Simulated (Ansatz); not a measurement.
Geometry optimisation, RKS revPBE-D4/def2-SVP in Ansatz.

Input:

```yaml
crystal:
  periodic: [false, false, false]
  atoms:
    - { symbol: Ge, position_ang: [-0.823169, -0.003969, 0.245442] }
    - { symbol: H, position_ang: [1.594882, -0.000147, 1.569487] }
    - { symbol: O, position_ang: [2.09133, -0.048024, 0.712754] }
    - { symbol: H, position_ang: [2.202518, -1.008086, 0.578877] }
    - { symbol: F, position_ang: [-0.941617, 1.365703, -0.892637] }
    - { symbol: H, position_ang: [-0.600744, -1.151477, -0.894723] }
basis:
  gaussian: { orbitals: def2-SVP }
hamiltonian:
  xc: revpbe
  dispersion: d4
relax:
  f_tol: 0.03
  max_steps: 50
```

Run as:

```bash
$ ansatz run input.yaml --threads 1 --pin off --max-ram 2048MiB --backend cpu --events-out ev --progress --plain --runs-dir out
```

Task: Where does it end, and by what steps?

Result: It converged. The force dipped under the threshold on the way, but the program's further checks kept it going. After 28 steps the energy has fallen by 0.482 eV; H4 moved furthest, 1.63 Å.

| step | energy less start (eV) | largest force component (eV/Å) | accepted |
| --- | --- | --- | --- |
| 0 | 0.0000 | 0.832 | yes |
| 1 | -0.0927 | 1.718 | yes |
| 2 | -0.1628 | 2.306 | yes |
| 3 | -0.2623 | 1.238 | yes |
| 4 | -0.2913 | 0.597 | yes |
| 5 | -0.3064 | 0.352 | yes |
| 6 | -0.3102 | 0.103 | yes |
| 7 | -0.3114 | 0.085 | yes |
| 8 | -0.3137 | 0.021 | yes |
| 9 | -0.3136 | 0.249 | no |
| 10 | -0.3144 | 0.033 | yes |
| 11 | -0.3120 | 0.450 | no |
| 12 | -0.3152 | 0.017 | yes |
| 13 | -0.3158 | 0.100 | yes |
| 14 | -0.3148 | 0.288 | no |
| 15 | -0.3165 | 0.067 | yes |
| 16 | -0.3174 | 0.051 | yes |
| 17 | -0.3188 | 0.128 | yes |
| 18 | -0.3205 | 0.298 | yes |
| 19 | -0.3227 | 0.516 | yes |
| 20 | -0.3264 | 0.924 | yes |
| 21 | -0.3855 | 0.139 | yes |
| 22 | -0.4191 | 0.200 | yes |
| 23 | -0.4306 | 1.282 | yes |
| 24 | -0.4598 | 0.728 | yes |
| 25 | -0.4777 | 0.091 | yes |
| 26 | -0.4801 | 0.037 | yes |
| 27 | -0.4815 | 0.066 | yes |
| 28 | -0.4820 | 0.030 | yes |

```xyz
6
Properties=species:S:1:pos:R:3
Ge -0.768 0.161 0.346
H 1.660 -0.892 0.908
O 1.416 0.046 1.043
H 1.611 0.457 0.163
F 0.174 0.809 -1.098
H -0.569 -1.427 -0.043
```

The run took 40 s on 1 thread of Arm Neoverse V2 (shared host), peak memory 0.14 GiB.
